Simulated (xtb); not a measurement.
C₂H₁₀GeSi, SMILES C[SiH](C)[GeH3]. All values are semi-empirical tight-binding results from xtb (GFN2-xTB unless named), good for trends rather than for accurate numbers. Coordinates come from a GFN2-xTB optimisation. This is a generated structure with no PubChem entry under its InChIKey; it may be hypothetical.

Optimised geometry:

Bond lengths (Å): Si1–C2 1.902, Si1–C3 1.902, Si1–Ge4 2.351, Si1–H5 1.473, C2–H6 1.087, C2–H7 1.087, C2–H8 1.086, C3–H9 1.086, C3–H10 1.087, C3–H11 1.086, Ge4–H12 1.503, Ge4–H13 1.501, Ge4–H14 1.502. Bond angles (°): C2–Si1–C3 109.7, C2–Si1–Ge4 109.6, C2–Si1–H5 109.2, C3–Si1–Ge4 109.3, C3–Si1–H5 109.2, Ge4–Si1–H5 109.9, Si1–C2–H6 111.1, Si1–C2–H7 110.8, Si1–C2–H8 111.7, H6–C2–H7 107.6, H6–C2–H8 107.7, H7–C2–H8 107.7, Si1–C3–H9 110.8, Si1–C3–H10 111.0, Si1–C3–H11 111.8, H9–C3–H10 107.5, H9–C3–H11 107.8, H10–C3–H11 107.7, Si1–Ge4–H12 115.9, Si1–Ge4–H13 116.0, Si1–Ge4–H14 115.5, H12–Ge4–H13 102.4, H12–Ge4–H14 102.5, H13–Ge4–H14 102.5.

For metal compounds this method's bond lengths and energies can be far off.

Computed properties:
The orbital gap comes out as 5.41 eV. The zero-point energy is 64.8 kcal/mol and the G − E(el) at 298.15 K (modified RRHO) comes out as 43.4 kcal/mol.

Computed atomic charges and the Wiberg bond orders between heavy atoms:
charges (e) Si1 0.45, C2 -0.20, C3 -0.20, Ge4 0.02, H5 -0.09, H6 0.04, H7 0.03, H8 0.03, H9 0.03, H10 0.04, H11 0.03, H12 -0.05, H13 -0.05, H14 -0.05. Bond orders Si1–C2 0.91, Si1–C3 0.91, Si1–Ge4 0.73.
